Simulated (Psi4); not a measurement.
# How methods differ on InI3 (SMILES [I][In]([I])[I])

InI3 has 4 atoms, charge 0, and is taken as a singlet. SMILES: `[I][In]([I])[I]`. The shape was relaxed beforehand at PBE0/def2-TZVP.

Each level gives the HOMO–LUMO gap (eV). The values are calculated.

```tsv
level	kind	program	value (eV)	CPU time
PBE-D4/def2-TZVPP (density fitting, core potential)	GGA	Psi4	2.96	89 s
r2SCAN-D4/def2-TZVPP (density fitting, core potential)	meta-GGA	Psi4	3.40	2.9 min
B3LYP-D4/def2-TZVPP (density fitting, core potential)	global hybrid	Psi4	4.31	85 s
PBE0-D4/def2-TZVPP (density fitting, core potential)	global hybrid	Psi4	4.82	78 s
wB97M-V/def2-TZVPP (density fitting, core potential)	range-separated hybrid	Psi4	8.71	3.8 min
```

The values span 2.96 to 8.71 eV. Orbital gaps aren't excitation energies; they tend to grow with the share of exact exchange. CPU times are rough (shared hosts, several kinds of processor): they show what a rung costs within a factor of a few.
